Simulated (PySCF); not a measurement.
Mapped SMILES: `[CH3:1][C@H:2]([C:3]#[N:4])[C:5]([CH3:6])([CH3:7])[CH3:8]` (H(Xn): hydrogen on atom n).

Geometry: PBE0-D3(BJ)/def2-SVP; GIAO shifts from PySCF, gas phase, non-relativistic, averaged over equivalent atoms.

At wB97X-D/pcSseg-1 (201 basis functions, 72 s wall time on 1 thread of an Arm Neoverse N1, shared host):
| atoms | δ (ppm) |
| --- | --- |
| C3 | 128.8 |
| C2 | 37.9 |
| C5 | 33.3 |
| C6/C7/C8 | 28.5 |
| C1 | 15.2 |
| N4 | 303.3 |
| H(C2) | 1.83 |
| H(C1) | 1.22 |
| H(C6)/H(C7)/H(C8) | 1.03 |

Scale: 13C (184.54 ppm) and 1H (31.38 ppm) against TMS; 15N (263.98 ppm) vs NH3 (reference shieldings calculated alike).

What do these become at PBE0/pcSseg-1?

## Answers


| atoms | δ at PBE0/pcSseg-1 | change |
| --- | --- | --- |
| C3 | 127.7 | -1.1 |
| C2 | 38.2 | +0.3 |
| C5 | 33.6 | +0.3 |
| C6/C7/C8 | 28.3 | -0.2 |
| C1 | 14.7 | -0.5 |
| N4 | 305.3 | +2.0 |
| H(C2) | 1.91 | +0.08 |
| H(C1) | 1.21 | -0.01 |
| H(C6)/H(C7)/H(C8) | 1.03 | +0.00 |

Shifts are taken against calculated references (same method and geometry level): 13C (σref 184.41), 1H (σref 31.27) vs TMS; 15N (σref 265.67) vs NH3.

The largest change is at N4 (nitrile nitrogen). Cost: 201 basis functions, 57 s wall time on 1 thread of an Arm Neoverse N1, shared host. The order of the carbon signals is the same at both levels.

The carbons averaged at δ 28.5 differ by 8 ppm in this conformer. Experimental scales use liquid or dissolved standards, which lie at an offset from isolated NH3 (liquid NH3: subtract about 20 ppm). Unscaled 15N shifts of sp2 nitrogen come out 20 to 40 ppm too high even then.
